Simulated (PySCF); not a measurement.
Two-dimensional NMR puzzle

Compound of formula C9H16. Correlations simulated from computed shifts and the bond graph:

HSQC (one-bond C–H):
```tsv
δH	δC
1.70	28.4
1.49	43.0
```

COSY cross peaks (H two or three bonds apart, from the bond graph; peaks can be absent where the dihedral angle is near 90°):
```tsv
δH	δH
1.70	1.49
```

HMBC (two and three bonds, from the bond graph):
```tsv
δH	δC
1.70	51.8, 43.0, 28.4
1.49	51.8, 43.0, 28.4
```

Carbons without hydrogens: δ 51.8.

PySCF 2.14 calculation with GFN2-xTB structure and shielding tensors at PBE0/pcSseg-1 (GIAO); gas phase, averaged over atoms made equivalent by symmetry, fast rotation or ring inversion, relativity neglected, a single conformation.

References, each an isolated molecule treated in the same way: $^{1}$H (σ = 31.72 ppm) and $^{13}$C (σ = 186.93 ppm) against TMS.

Exchangeable hydrogens are left out of these lists.

**Question.** Assemble the structure.

**Answer.** `C1CC2(CCCC2)CC1`.

Structure with atom numbers: `[CH2:1]1[CH2:2][CH2:3][C:4]2([CH2:5]1)[CH2:6][CH2:7][CH2:8][CH2:9]2` (H(Xn): hydrogen on atom n).

1. δC 51.8 is C4, a quaternary sp3 carbon in a ring.
2. δC 43.0 is C3/C5/C6/C9, an sp3 CH2 in a ring (δH 1.49).
3. δC 28.4 is C1/C2/C7/C8, an sp3 CH2 in a ring (δH 1.70).
4. HMBC from δH 1.70 reaches the proton-free carbon C4.
5. HMBC from δH 1.49 reaches the proton-free carbon C4.
6. COSY links 1.70–1.49.

The shifts were computed for this structure.

Shifts are as computed. Against solution values, carbons near 30 ppm lie about +3 ppm off and those near 130 ppm about +5 ppm. Of 1211 compounds with measured shifts, 218 miss one by over three times the rms of a fit or turn the order of signals round; such compounds aren't used in these exercises.
